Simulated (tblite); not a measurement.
erbium atom (Er), triplet (GFN-xTB shapes and energies of metal compounds can be far from the true ones) (GFN-xTB holds the 4f electrons in the core, so unpaired electrons go into valence orbitals and the state isn't the physical one); GFN1-xTB with ALPB(water) (tblite 0.6.0).

tblite was given this input:
```
$ tblite run mol.xyz --method gfn1 --charge 0 --spin 2 --alpb water --json tblite.json --no-restart

# file mol.xyz
1

Er     0.00000000     0.00000000     0.00000000
```

Problem. What does tblite print? Leave out banner, timings and long lists.

Solution. 
```
ERROR STOP

Error termination. Backtrace:
-> Total number of electrons (3) and number unpaired electrons (2) is not compatible
xTB calculator
 | screened Coulomb repulsion
 | Coulomb electrostatics
 |  * isotropic Klopman-Ohno-Mataga-Nishimoto electrostatics
 |  * onsite third-order electrostatics
 | DFT-D3(BJ) dispersion correction
 | Interactions (3)
 | [1] alpb/gbsa reaction field model
 | [2] cds contribution to solvation
 | [3] empirical free energy shift and standard state/solvent correction

[Fatal] Singlepoint calculation failed
```

The input was rejected before any calculation.
